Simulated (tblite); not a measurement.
Species: C₆H₁₁OP.
Bonds: C1–C2 (triple), C2–P3, P3–O4 (double), P3–C5, C5–C6, P3–C7, C7–C8. Hydrogens: H9 on C1; H10, H11 on C5; H12, H13, H14 on C6; H15, H16 on C7; H17, H18, H19 on C8.

Computed with GFN2-xTB (tblite), gas phase: L-BFGS steps from a force-field or distance-geometry start until the largest atomic force falls under 0.01 eV/Å.

Geometry at step 8:
```
atom  x, y, z in Å
C1      1.2264    2.8655    1.1768
C2      0.6563    1.9812    0.5947
P3     -0.3180    0.8843   -0.4294
O4     -1.1494    1.6013   -1.4050
C5      0.9173   -0.2325   -1.2123
C6      1.8268   -0.9981   -0.2638
C7     -1.2633   -0.1182    0.7981
C8     -2.1350   -1.1673    0.1189
H9      1.7496    3.6070    1.7192
H10     0.3411   -0.9206   -1.8354
H11     1.5032    0.3970   -1.8875
H12     1.2629   -1.6838    0.3662
H13     2.3801   -0.3152    0.3783
H14     2.5462   -1.5886   -0.8318
H15    -0.5799   -0.5886    1.5048
H16    -1.8930    0.5884    1.3449
H17    -2.7314   -1.6945    0.8629
H18    -2.8126   -0.7018   -0.5939
H19    -1.5370   -1.9060   -0.4133
```

Problem. Give the atomic forces at this geometry.

Solution. 
| atom | Fx (eV/Å) | Fy (eV/Å) | Fz (eV/Å) |
| --- | --- | --- | --- |
| C1 | 0.033 | 0.001 | 0.043 |
| C2 | -0.085 | -0.032 | -0.071 |
| P3 | 0.048 | 0.025 | 0.051 |
| O4 | 0.052 | -0.109 | 0.088 |
| C5 | 0.062 | -0.057 | 0.041 |
| C6 | 0.031 | -0.015 | 0.012 |
| C7 | -0.038 | -0.042 | -0.014 |
| C8 | -0.014 | -0.011 | -0.004 |
| H9 | -0.084 | -0.151 | -0.094 |
| H10 | -0.049 | 0.000 | -0.057 |
| H11 | -0.008 | 0.043 | -0.004 |
| H12 | -0.021 | 0.055 | -0.023 |
| H13 | -0.040 | 0.017 | -0.001 |
| H14 | -0.025 | 0.050 | 0.002 |
| H15 | 0.037 | 0.063 | 0.023 |
| H16 | 0.012 | 0.028 | 0.015 |
| H17 | -0.009 | 0.018 | -0.007 |
| H18 | 0.051 | 0.064 | -0.012 |
| H19 | 0.046 | 0.055 | 0.012 |

The largest, 0.20 eV/Å, acts on H9; the rms over all components is 0.048 eV/Å. The forces sum to zero within rounding, as they must for an isolated molecule in no field.

Problem. Give the force on H9 in Eh/bohr and in nN.

Solution. 0.197 eV/Å ÷ 51.422 = 0.00383 Eh/bohr, and 0.197 eV/Å × 1.602 = 0.32 nN.

Problem. How far is this geometry from the end of the optimisation?

Solution. 0.021 eV above it, and 0.080 Å rms away after alignment. The bonds farthest from their final lengths, with half the difference of the two atoms' forces along the bond (positive lengthens):

```
 bond  now (Å)  final (Å)  force along bond (eV/Å)
C2–P3    1.789      1.780                    -0.09
C1–H9    1.057      1.052                    -0.12
P3–C7    1.845      1.841                    +0.02
C7–C8    1.524      1.520                    -0.02
P3–C5    1.840      1.838                    +0.03
C5–C6    1.521      1.519                    -0.03
```

The angle farthest from its final value is C1–C2–P3, 170.4° against 175.8°.

What follows is the cost of the whole relaxation. Time: 0.41 s of wall time. Hardware: an Arm Neoverse V1 with one thread, shared host.
